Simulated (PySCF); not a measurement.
## Electron correlation in Zn+ (zinc, charge +1)

[Ar] 3d10 4s1, 2S determinant. All numbers are calculated (PySCF 2.14, scalar relativity by spin-free X2C-1e, in x2c-SVPall (5s3p3d1f, 36 functions)). Frozen: [Ar]; 11 electrons correlated.

MP2 pair energies summed by pair of shells (mhartree):

| pair | energy | share (%) |
| --- | --- | --- |
| 3d-3d | -257.33 | 96.6 |
| 3d-4s | -9.09 | 3.4 |

Total MP2 correlation energy: -266.42 mhartree.

Same-spin part -102.29 and opposite-spin part -164.14 mhartree; SCS-MP2 scales them by 1/3 and 6/5 to -231.06 mhartree.

```json
{"level": "CCSD", "correlation energy (mhartree)": "-245.09"}
{"level": "(T)", "correlation energy (mhartree)": "-6.98"}
{"level": "CCSD(T)", "correlation energy (mhartree)": "-252.07"}
```

Diagnostics: T1 = 0.010, D1 = 0.0160, largest double amplitude 0.024.

Is a single reference adequate?

Yes: T1 lies below 0.03 and no double amplitude reaches 0.07.
